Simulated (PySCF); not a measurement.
Can point charges reproduce the dipole moment of `[SiH2]1[C@@]([C@@H](F)CC1)(C#C)[SiH2]Cl`?

Coordinates (GFN2-xTB, Å) and charges (e) from the PBE0/pcSseg-1 density (PySCF):

```csv
atom,x,y,z,Mulliken,IAO,Hirshfeld,ESP-fitted
C1,1.002,-1.106,2.454,-0.4347,-0.2618,-0.1168,-0.4084
C2,0.811,-0.717,1.336,+0.4814,-0.0409,-0.0466,-0.0642
C3,0.585,-0.234,-0.004,-0.9877,-0.5253,-0.1524,-0.0586
Si4,2.208,-0.408,-1.002,+0.7657,+0.8209,+0.3335,+0.2497
Cl5,2.659,-2.373,-1.033,-0.3123,-0.3079,-0.1150,-0.1595
Si6,-0.965,-1.121,-0.742,+0.7429,+0.7566,+0.3427,+0.3328
C7,-2.117,0.363,-0.419,-0.5201,-0.5440,-0.1608,-0.1588
C8,-1.318,1.298,0.492,-0.1726,-0.2672,-0.0780,-0.2025
C9,0.146,1.230,0.079,+0.2475,+0.1889,+0.0656,+0.2110
F10,0.286,1.817,-1.173,-0.3384,-0.3344,-0.0959,-0.2277
H11,1.169,-1.456,3.428,+0.0361,+0.2025,+0.0917,+0.2998
H12,3.283,0.304,-0.312,-0.0567,-0.1164,-0.0708,-0.0207
H13,2.032,0.055,-2.371,-0.0409,-0.1138,-0.0711,-0.0279
H14,-0.813,-1.413,-2.167,-0.0616,-0.1133,-0.0714,-0.0844
H15,-1.293,-2.314,0.039,-0.0522,-0.1039,-0.0694,-0.0586
H16,-3.069,0.104,0.038,+0.1467,+0.1551,+0.0428,+0.0651
H17,-2.340,0.877,-1.354,+0.1562,+0.1569,+0.0396,+0.0697
H18,-1.680,2.326,0.432,+0.1400,+0.1507,+0.0458,+0.0881
H19,-1.382,0.965,1.529,+0.1410,+0.1517,+0.0442,+0.0945
H20,0.791,1.814,0.747,+0.1199,+0.1456,+0.0425,+0.0607
```

Q: Compute μ = Σ q r for each scheme (1 e·Å = 4.803 D) and compare with the dipole of the full density.

A: The full density gives (-1.62, 1.03, 1.18) D, 2.26 D in size; dipole vectors point from the negative to the positive end.

| scheme | μx | μy | μz | size (D) | share of the full size (%) | angle to the full dipole (°) |
| --- | --- | --- | --- | --- | --- | --- |
| Mulliken | -2.27 | 0.99 | -1.61 | 2.95 | 131 | 65 |
| IAO | -1.17 | 0.24 | 0.89 | 1.49 | 66 | 18 |
| Hirshfeld | -0.81 | 0.32 | 0.26 | 0.91 | 40 | 18 |
| ESP-fitted | -1.65 | 1.08 | 1.19 | 2.31 | 102 | 1 |

Q: Which set comes closest?

A: Length of the difference vector: ESP-fitted 0.06 D, IAO 0.96 D, Hirshfeld 1.42 D, Mulliken 2.87 D. Closest: ESP-fitted. 

Q: What is left for the Hirshfeld atoms' own dipoles?

A: The Hirshfeld atoms' densities add up to the full density, so μ = Σ q r + Σ (atomic dipoles). The atomic dipoles sum to (-1.62, 1.03, 1.18) − (-0.81, 0.32, 0.26) = (-0.81, 0.71, 0.92) D, 1.42 D in size.

Q: With the origin at the mean of the coordinates, (0.000, 0.001, 0.000) Å, which are the largest single terms, by size, of the ESP-fitted dipole along the direction of the full one?

A: Si4 -2.76, Cl5 +2.71, C8 -1.75, C7 -1.12, H18 +1.06 D; all 20 atoms together +2.30 D. The single terms depend on the origin, their sum doesn't.

Q: Give the size of the full dipole in other units.

A: 2.26 D = 0.888 au = 0.470 e·Å = 7.53 × 10⁻³⁰ C·m.

One conformer (not necessarily the lowest) at the GFN2-xTB geometry, without solvent, vibrations or thermal averaging.

These values come from a run that also computed NMR shieldings. On one thread of an Arm Neoverse N1, no GPU, shared host with 64 logical CPUs at a one-minute load of 38, this took 97 s wall and 1.1 GiB of memory at its peak.
